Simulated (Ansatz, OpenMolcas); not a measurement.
CH5GaO (SMILES C[O][GaH2]): methods side by side

CH5GaO has 8 atoms, charge 0, and is taken as a singlet. SMILES: `C[O][GaH2]`. Geometry: relaxed at PBE0-D4/def2-TZVP.

Quantity: the electronic atomisation energy, in eV. The values are calculated. Electronic energies at fixed atoms, without zero-point motion or spin-orbit coupling.

```tsv
level	kind	program	value (eV)	CPU time (all runs)
BLYP/cc-pVDZ	GGA	Ansatz	25.73	9 s
TPSS/cc-pVDZ	meta-GGA	OpenMolcas	26.46	44 s
B3LYP/cc-pVDZ	global hybrid	OpenMolcas	25.84	30 s
BHLYP/cc-pVDZ	global hybrid	OpenMolcas	25.15	33 s
r2SCAN0/cc-pVDZ	hybrid meta-GGA	Ansatz	25.79	20 s
CAM-B3LYP/cc-pVDZ	range-separated hybrid	Ansatz	26.19	11 s
B2PLYP/cc-pVDZ	double hybrid	Ansatz	25.53	14 s
RPA@PBE0/cc-pVDZ	RPA	Ansatz	24.07	15 s
```

All-electron rows without a relativistic Hamiltonian named are non-relativistic. The values span 24.07 to 26.46 eV. Times are those of the runs behind each value, whatever else they computed, on shared processors of several kinds: orders of magnitude only.
